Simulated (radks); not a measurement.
Isoelectronic series with 39 electrons, all held in the configuration [Kr] 4d1 5s2, which need not be the ground one along the series. All-electron calculation, scalar-relativistic Kohn-Sham, r2SCAN, spin-polarised, spherical densities, finite nucleus; open shells are filled with parallel spins first (spin-orbit coupling, left out, can overturn this in heavy ions); meta-GGA in the generalised Kohn-Sham scheme; Fermi nuclear charge, rms radius of each element as measured or else 0.836 A^(1/3) + 0.57 fm. Program: a radial shooting solver on a logarithmic mesh with Libxc functionals. Total energies (hartree) and mean radii <r> (bohr) (* marks an orbital that is empty in some or all of the ions):

\begin{tabular}{lrrrrrrrr}
ion & E (hartree) & 5p down* & 5p up* & 4d down* & 5s down & 5s up & 4d up & 4p down \\ \hline
Zr+ & -3598.76202 & 4.043 & 3.890 & 2.045 & 3.385 & 3.290 & 2.006 & 1.351 \\
Nb2+ & -3819.11944 & 3.373 & 3.277 & 1.721 & 2.930 & 2.875 & 1.704 & 1.262 \\
Mo3+ & -4046.76894 & 2.938 & 2.880 & 1.519 & 2.613 & 2.577 & 1.510 & 1.185 \\
Tc4+ & -4281.72876 & 2.627 & 2.589 & 1.374 & 2.373 & 2.347 & 1.368 & 1.118 \\
Ru5+ & -4524.01680 & 2.389 & 2.363 & 1.261 & 2.182 & 2.163 & 1.257 & 1.058 \\
Rh6+ & -4773.66270 & 2.198 & 2.179 & 1.169 & 2.025 & 2.010 & 1.166 & 1.005 \\
Pd7+ & -5030.69322 & 2.041 & 2.026 & 1.093 & 1.893 & 1.881 & 1.090 & 0.9578 \\
Ag8+ & -5295.14209 & 1.908 & 1.896 & 1.028 & 1.779 & 1.770 & 1.025 & 0.9148 \\
Cd9+ & -5567.04022 & 1.793 & 1.784 & 0.9707 & 1.681 & 1.672 & 0.9690 & 0.8758 \\
In10+ & -5846.42915 & 1.693 & 1.685 & 0.9206 & 1.593 & 1.586 & 0.9192 & 0.8402 \\
Sn11+ & -6133.34285 & 1.605 & 1.599 & 0.8762 & 1.516 & 1.509 & 0.8749 & 0.8075 \\
Sb12+ & -6427.82363 & 1.527 & 1.521 & 0.8363 & 1.446 & 1.440 & 0.8352 & 0.7774 \\
Te13+ & -6729.91040 & 1.456 & 1.451 & 0.8002 & 1.383 & 1.378 & 0.7992 & 0.7495 \\
I14+ & -7039.65411 & 1.393 & 1.388 & 0.7674 & 1.325 & 1.321 & 0.7665 & 0.7237 \\
\end{tabular}
